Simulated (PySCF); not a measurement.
# Radial density of Ti (titanium, neutral)

PW91, [Ar] 3d2 4s1 4p1, one real determinant (an excited configuration). Calculation: PySCF 2.14, in dyall-av2z; no relativity, point nucleus.

| r (bohr) | 4πr²ρ (e/bohr) | 4πr²(ρα − ρβ) |
| --- | --- | --- |
| 0.00138 | 0.1611 | 0.0001 |
| 0.00232 | 0.4377 | 0.0002 |
| 0.00391 | 1.154 | 0.0004 |
| 0.00658 | 2.906 | 0.0011 |
| 0.0111 | 6.746 | 0.0025 |
| 0.0186 | 13.72 | 0.0050 |
| 0.0313 | 22.38 | 0.0073 |
| 0.0526 | 25.89 | 0.0058 |
| 0.0885 | 20.70 | 0.0021 |
| 0.149 | 22.25 | 0.0257 |
| 0.250 | 27.44 | 0.1164 |
| 0.421 | 12.42 | 0.4434 |
| 0.709 | 9.216 | 1.1525 |
| 1.19 | 7.667 | 1.1555 |
| 2.01 | 1.641 | 0.8279 |
| 3.37 | 0.7095 | 0.6996 |
| 5.67 | 0.1938 | 0.1937 |
| 9.54 | 0.01197 | 0.0120 |
| 16.0 | 6.052e-05 | 0.0001 |

⟨L²⟩ = 13.94 against 20 for a pure G term, so this real determinant mixes terms.
